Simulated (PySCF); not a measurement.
All of these have the formula C6H5FSi. Method: TDDFT wB97X-D/def2-SVPD, vertical, gas phase, core orbitals frozen in the response (PySCF). Geometries: GFN2-xTB; one conformer of each isolated species. Triplets are in the Tamm–Dancoff approximation.

A. `C#CC1=CC=C[Si@H]1F`
B. `C#C/C=C(\C#C)[SiH2]F`
C. `FC1=CC=C[Si@H]1C#C`
D. `C#C/C=C(/F)[SiH2]C#C`

Lowest singlet levels (six at most, fewer where fewer were computed) with oscillator strengths:

1. 232 nm (f 0.254); 226 nm (f 0.009); 209 nm (f 0.001); 204 nm (f 0.000); 196 nm (f 0.003); 195 nm (f 0.001); T1 3.33 eV
2. 349 nm (f 0.141); 294 nm (f 0.001); 217 nm (f 0.003); 210 nm (f 0.050); 202 nm (f 0.001); 199 nm (f 0.004); T1 2.05 eV
3. 299 nm (f 0.046); 226 nm (f 0.001); 217 nm (f 0.012); 204 nm (f 0.000); 200 nm (f 0.006); 199 nm (f 0.005); T1 2.55 eV
4. 263 nm (f 0.366); 257 nm (f 0.000); 254 nm (f 0.000); 207 nm (f 0.000); 204 nm (f 0.052); 194 nm (f 0.000); T1 2.80 eV

Problem. Which spectrum belongs to which structure?

Solution. 1 = D, 2 = A, 3 = C, 4 = B.
- A: S1 at 3.55 eV, HOMO→LUMO (96%); Löwdin shares by element: HOMO carbon 68% or more (atoms not listed hold the other 32%); LUMO carbon 67% or more (atoms not listed hold the other 33%); HOMO -8.36 and LUMO -0.78 eV.
- B: S1 at 4.71 eV, HOMO→LUMO (93%); Löwdin shares by element: HOMO carbon 67% or more (atoms not listed hold the other 33%); LUMO carbon 68% or more (atoms not listed hold the other 31%); HOMO -8.80 and LUMO -0.38 eV; point group Cs, 4 of its 6 listed states under f = 0.0005.
- C: S1 at 4.14 eV, HOMO→LUMO (98%); Löwdin shares by element: HOMO carbon 82% or more (atoms not listed hold the other 18%); LUMO carbon 70% or more (atoms not listed hold the other 30%); HOMO -8.48 and LUMO 0.05 eV.
- D: S1 at 5.35 eV, HOMO→LUMO (88%); Löwdin shares by element: HOMO carbon 83% or more (atoms not listed hold the other 17%); LUMO carbon 70% or more (atoms not listed hold the other 30%); HOMO -8.95 and LUMO 0.34 eV.
